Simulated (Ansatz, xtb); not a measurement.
**CH4AlBrSi: where a starting geometry ends**

The starting geometry of this gas-phase singlet was built from a drawn formula by distance geometry and a force field; its bonds are those of `C=[Si]([AlH2])Br`.

```json
{"atom": "C", "x (Å)": "-1.0876", "y (Å)": "-2.4907", "z (Å)": "-0.7807"}
{"atom": "Al", "x (Å)": "-1.1911", "y (Å)": "1.0700", "z (Å)": "-0.4733"}
{"atom": "Br", "x (Å)": "1.9051", "y (Å)": "-1.2767", "z (Å)": "0.4231"}
{"atom": "Si", "x (Å)": "-0.2252", "y (Å)": "-1.1174", "z (Å)": "-0.3390"}
{"atom": "H", "x (Å)": "-2.0691", "y (Å)": "-2.3764", "z (Å)": "-1.1258"}
{"atom": "H", "x (Å)": "-0.5805", "y (Å)": "-3.4279", "z (Å)": "-0.7208"}
{"atom": "H", "x (Å)": "-2.7224", "y (Å)": "1.1809", "z (Å)": "-1.0197"}
{"atom": "H", "x (Å)": "-0.4305", "y (Å)": "2.2873", "z (Å)": "-0.0479"}
```

Question: Predict what becomes of its bonds when it is optimised with r2SCAN-D4/def2-SVP.

Answer: It keeps its bonds, and is `C=[Si]([AlH2])Br`.

The energy falls by 0.24 eV over 9 steps:

```
step  E − E(last) (eV)
   1             0.238
   2             0.181
   3             0.055
   4             0.021
   5             0.003
   6             0.002
   7             0.001
   8             0.000
   9             0.000
```

Final geometry (Å):

```xyz
8

C    -1.0438   -2.5379   -0.7807
Al   -1.2154    1.1255   -0.4672
Br    1.8686   -1.2405    0.4123
Si   -0.2330   -1.0800   -0.3361
H    -2.0751   -2.4777   -1.1499
H    -0.6159   -3.5448   -0.7282
H    -2.7065    1.2063   -1.0046
H    -0.3802    2.3981   -0.0296
```

From the same start GFN2-xTB ends elsewhere, differing in Al2–Br3 (2.28 against 3.99 Å here), Br3–Si4 (3.56 against 2.24 Å here).

No frequencies were run, so the end isn't proven a minimum. Run with Ansatz 0.2.0, 25 s on 2 threads of Arm Neoverse V2 (shared host).
